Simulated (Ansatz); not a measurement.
A structure relaxed at PBE0-D4/def2-TZVP, charge 0, multiplicity 1:

Cartesian coordinates in Å:
```
I -2.195 1.992 2.444
Al -0.693 0.755 0.938
C -0.664 -0.431 -0.579
Ge 1.292 -0.071 -0.034
H -0.918 -0.073 -1.579
H -0.962 -1.476 -0.481
H 2.036 -1.340 0.417
H 2.104 0.644 -1.126
```

**Question.** Give its formula and SMILES.

**Answer.** CH4AlGeI, `[I][Al]1[CH2][GeH2]1`.

**Question.** Point group (tolerance 0.08 Å, 0.16 Å for H)?

**Answer.** Cs.

**Question.** Summarise the bond lengths by kind.

**Answer.** 1 × Al–I 2.461 Å; 1 × Al–C 1.926 Å; 1 × Al–Ge 2.359 Å; 1 × C–Ge 2.062 Å; 2 × C–H 1.092 Å; 2 × Ge–H 1.538 Å.

All numbers were calculated with Ansatz.
